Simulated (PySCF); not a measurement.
Job file and geometry (Å, from GFN2-xTB) of an NMR shielding run on `CCCN[Si@@H]1CC=N1`, C5H12N2Si, PySCF, GIAO PBE0/pcSseg-1 NMR shielding, non-relativistic, gas phase; density fitting, a coarse starting grid and PySCF grid level 2 are the driver's defaults:

```
$ OMP_NUM_THREADS=1 python probes_run.py task.json out

{"job": {"kind": "nmr", "xc": "PBE0", "basis": "pcSseg-1"}, "charge": 0, "multiplicity": 1}
C      2.246070    -0.566483    -0.656809
C      2.176761    -0.433884     0.857842
C      1.084447     0.538545     1.314339
N     -0.257449     0.069166     1.069179
Si    -1.104279     0.330392    -0.394271
C     -2.993024    -0.036668    -0.343019
C     -2.610663    -1.026001    -1.389803
N     -1.349219    -1.001728    -1.581322
H      2.468243     0.396743    -1.110319
H      1.300515    -0.922828    -1.057156
H      3.027199    -1.268562    -0.938923
H      1.983815    -1.412921     1.303199
H      3.135403    -0.075946     1.239905
H      1.200442     1.489713     0.793712
H      1.194715     0.721108     2.389895
H     -0.443102    -0.787480     1.570928
H     -0.693464     1.588990    -0.991993
H     -3.693565     0.718470    -0.690757
H     -3.407518    -0.503613     0.547191
H     -3.270477    -1.690355    -1.934854
```

Problem. What does the program print?

Solution. 
```
coarse grid: 16624 points
cycle   1  E = -596.0761988676  dE =  9.719e-01  |g| = 6.104e-01  |ddm| = 3.943e+00
cycle   2  E = -595.9930182595  dE =  8.318e-02  |g| = 8.715e-01  |ddm| = 1.318e+00
cycle   3  E = -596.1618135212  dE = -1.688e-01  |g| = 1.599e-01  |ddm| = 8.516e-01
cycle   4  E = -596.1672776028  dE = -5.464e-03  |g| = 4.646e-02  |ddm| = 1.503e-01
cycle   5  E = -596.1677462219  dE = -4.686e-04  |g| = 1.146e-02  |ddm| = 4.618e-02
cycle   6  E = -596.1677705370  dE = -2.432e-05  |g| = 4.798e-03  |ddm| = 1.362e-02
cycle   7  E = -596.1677754506  dE = -4.914e-06  |g| = 5.856e-04  |ddm| = 4.054e-03
final grid: 154416 points
cycle   8  E = -596.2113935294  dE = -4.442e-05  |g| = 9.649e-03  |ddm| = 2.984e-02
cycle   9  E = -596.2113849441  dE =  8.585e-06  |g| = 1.147e-02  |ddm| = 1.801e-02
cycle  10  E = -596.2114166035  dE = -3.166e-05  |g| = 1.043e-03  |ddm| = 9.788e-03
cycle  11  E = -596.2114168005  dE = -1.970e-07  |g| = 4.369e-04  |ddm| = 1.069e-03
cycle  12  E = -596.2114168400  dE = -3.943e-08  |g| = 1.158e-04  |ddm| = 3.824e-04
cycle  13  E = -596.2114168424  dE = -2.430e-09  |g| = 4.976e-05  |ddm| = 1.265e-04
cycle  14  E = -596.2114168429  dE = -5.207e-10  |g| = 6.545e-06  |ddm| = 4.395e-05
converged SCF energy = -596.2114168429

GIAO shielding tensors (ppm)
atom      isotropic    diamagn.    paramagn.     s11        s22        s33       span
  0 C      174.511     249.373     -74.862    158.963    177.290    187.280     28.317
  1 C      154.793     248.578     -93.785    142.477    151.953    169.948     27.471
  2 C      136.074     243.113    -107.040    113.789    141.127    153.304     39.515
  3 N      209.320     325.884    -116.564    187.677    206.534    233.749     46.073
  4 Si     356.625     879.922    -523.298    325.617    357.127    387.130     61.513
  5 C      149.654     262.569    -112.915    116.487    146.545    185.929     69.442
  6 C      -13.154     261.251    -274.405   -139.181    -26.327    126.046    265.227
  7 N     -203.388     332.300    -535.688   -587.463   -188.398    165.697    753.160
  8 H       31.092      30.842       0.250     27.313     28.556     37.406     10.093
  9 H       29.359      32.100      -2.740     24.324     29.390     34.364     10.040
 10 H       30.456      28.503       1.953     25.869     27.575     37.924     12.055
 11 H       30.603      31.126      -0.524     26.697     29.037     36.074      9.376
 12 H       30.149      29.300       0.848     25.387     28.367     36.692     11.305
 13 H       29.163      31.149      -1.987     24.691     28.974     33.822      9.131
 14 H       28.117      29.261      -1.144     21.829     28.087     34.434     12.605
 15 H       31.109      34.741      -3.632     23.271     30.421     39.635     16.364
 16 H       26.572      30.603      -4.031     23.467     25.669     30.580      7.113
 17 H       29.254      31.798      -2.544     26.493     27.560     33.708      7.215
 18 H       29.463      33.244      -3.781     26.423     28.656     33.312      6.889
 19 H       22.232      30.023      -7.791     20.529     22.329     23.837      3.307
```

Size and cost of the density-fitted run: 203 basis functions, 50 s wall time on 1 thread of an Arm Neoverse V1, shared host; peak memory 0.87 GiB.
